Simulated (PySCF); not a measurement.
**Electron correlation in Tc²⁺ (technetium, charge +2)**

[Kr] 4d4 5p1, one real determinant (an excited configuration). Calculation: PySCF 2.14, in x2c-TZVPPall (8s6p6d2f1g, 79 functions); the spin-free X2C one-electron Hamiltonian (Gaussian nucleus). Frozen: [Kr]; 5 electrons correlated.

```tsv
level	correlation energy (mhartree)
CCSD	-54.76
(T)	-0.79
CCSD(T)	-55.55
```

Diagnostics: T1 = 0.0056, D1 = 0.0171, largest double amplitude 0.061.

**Question.** Is a single reference adequate?

**Answer.** Yes, within this model without spin-orbit coupling: T1 lies below 0.03 and no double amplitude reaches 0.07.

The reference is one real determinant that mixes LS terms of this configuration.
